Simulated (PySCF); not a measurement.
Start geometry of `[F][Mo]([F])([F])[F]` [triplet] from GFN2-xTB (Å):
```
atom  x, y, z in Å
Mo1    0.061   -0.078    0.013
F2     0.464   -0.025    1.763
F3     1.765    0.003   -0.187
F4    -1.057    1.185   -0.806
F5    -1.158   -1.195   -0.845
```

Problem. What comes out of this run: PBE0-D3(BJ)/def2-SVP geometry optimisation, gas phase, def2 core potentials past Kr (PySCF)?

Solution. 
```
atom  x, y, z in Å
Mo1    0.0081   -0.0255   -0.0131
F2     0.0036   -0.0278    1.8323
F3     1.7540   -0.0732   -0.6112
F4    -0.7867    1.5201   -0.6343
F5    -0.9042   -1.5041   -0.6358
```

The energy falls by 95.7 kJ/mol over 11 energy and gradient evaluations, the largest force component goes from 0.0945 to 2.3e-04 Eh/bohr, and the atoms move by 0.405 Å rms after alignment. The bond that changes most is Mo1–F3 (ends: molybdenum bonded to 4 F; fluorine bonded to Mo), which lengthens by 0.129 Å. Bonds longer at the end by more than 0.005 Å: 2 of 4; shorter: 2. Among the angles that change most is F4–Mo1–F5, from 79.2° to 110.2°. The orientation of the end geometry is arbitrary; only internal coordinates are fixed.

The run used 87 basis functions and 101 SCF cycles in all.

No frequency check. ⟨S²⟩ = 2.005 (exact for a triplet: 2.00).
